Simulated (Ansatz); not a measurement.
The inner images of a band of CH6GeO + ClH (11 atoms, charge 0, multiplicity 1) are given out of order.

The calculation used Ansatz 0.2.0, UKS PBE-D4/def2-SVP.

Image 0:

```xyz
11
Properties=species:S:1:pos:R:3
Ge -0.432 -0.424 1.385
O 0.678 -0.110 -0.045
C 0.215 -0.497 -1.337
H -1.807 0.231 1.103
H -0.559 -1.967 1.498
H 0.324 0.204 2.570
H 0.779 1.524 -0.059
Cl 0.483 2.838 -0.026
H -0.084 -1.569 -1.361
H -0.645 0.126 -1.673
H 1.048 -0.355 -2.055
```

Image 8:

```xyz
11
Properties=species:S:1:pos:R:3
Ge -0.862 0.298 1.747
O 1.243 -0.168 -0.437
C 0.623 -0.618 -1.626
H -1.945 0.674 2.792
H -1.379 -0.798 0.791
H 0.483 -0.026 2.426
H 1.081 0.796 -0.377
Cl -0.600 2.147 0.565
H 0.713 -1.723 -1.659
H -0.464 -0.366 -1.675
H 1.107 -0.216 -2.547
```

Put them in order from the first end to the last, with their energies above the first end.
A.
```xyz
11
Properties=species:S:1:pos:R:3
Ge -0.515 0.128 1.541
O 1.001 -0.003 -0.392
C 0.340 -0.542 -1.527
H -2.016 0.423 1.790
H -0.509 -1.340 0.996
H 0.407 0.191 2.778
H 0.955 0.986 -0.424
Cl -0.146 2.278 0.728
H -0.032 -1.555 -1.264
H -0.532 0.072 -1.849
H 1.048 -0.639 -2.377
```
B.
```xyz
11
Properties=species:S:1:pos:R:3
Ge -0.403 -0.159 1.379
O 0.697 0.021 -0.201
C 0.249 -0.539 -1.443
H -1.821 0.448 1.280
H -0.508 -1.703 1.232
H 0.426 0.214 2.621
H 0.697 1.251 -0.131
Cl 0.235 2.543 0.578
H -0.105 -1.576 -1.278
H -0.571 0.067 -1.885
H 1.102 -0.566 -2.152
```
C.
```xyz
11
Properties=species:S:1:pos:R:3
Ge -0.675 0.203 1.696
O 1.250 -0.048 -0.533
C 0.444 -0.559 -1.576
H -2.107 0.398 2.243
H -0.648 -1.079 0.837
H 0.412 0.199 2.791
H 1.091 0.917 -0.483
Cl -0.409 2.134 0.623
H 0.089 -1.575 -1.294
H -0.461 0.061 -1.776
H 1.015 -0.654 -2.528
```
D.
```xyz
11
Properties=species:S:1:pos:R:3
Ge -0.404 -0.278 1.351
O 0.668 -0.021 -0.151
C 0.246 -0.557 -1.404
H -1.778 0.421 1.204
H -0.555 -1.818 1.317
H 0.426 0.216 2.551
H 0.666 1.454 -0.059
Cl 0.294 2.698 0.438
H -0.106 -1.606 -1.290
H -0.570 0.049 -1.861
H 1.113 -0.558 -2.096
```
E.
```xyz
11
Properties=species:S:1:pos:R:3
Ge -0.793 0.245 1.720
O 1.294 -0.119 -0.479
C 0.544 -0.578 -1.589
H -2.033 0.511 2.613
H -1.060 -0.939 0.770
H 0.491 0.112 2.564
H 1.183 0.851 -0.441
Cl -0.616 2.100 0.531
H 0.323 -1.655 -1.436
H -0.430 -0.046 -1.700
H 1.099 -0.482 -2.552
```
F.
```xyz
11
Properties=species:S:1:pos:R:3
Ge -0.407 -0.027 1.421
O 0.754 0.029 -0.263
C 0.254 -0.535 -1.483
H -1.877 0.449 1.368
H -0.467 -1.582 1.179
H 0.425 0.205 2.697
H 0.775 1.086 -0.259
Cl 0.144 2.449 0.722
H -0.103 -1.561 -1.270
H -0.579 0.073 -1.893
H 1.080 -0.586 -2.219
```
G.
```xyz
11
Properties=species:S:1:pos:R:3
Ge -0.415 -0.374 1.362
O 0.666 -0.068 -0.096
C 0.232 -0.543 -1.367
H -1.774 0.337 1.152
H -0.586 -1.915 1.416
H 0.402 0.186 2.541
H 0.705 1.554 -0.047
Cl 0.380 2.841 0.207
H -0.102 -1.604 -1.318
H -0.599 0.073 -1.781
H 1.091 -0.487 -2.068
```

G (+1.0 kJ/mol), D (+8.7 kJ/mol), B (+29.9 kJ/mol), F (+38.8 kJ/mol), A (+20.1 kJ/mol), C (-18.9 kJ/mol), E (-32.2 kJ/mol).

Run time: 6.7 min on 4 threads of Arm Neoverse N1, with other jobs on the host, peak memory 0.2 GiB.
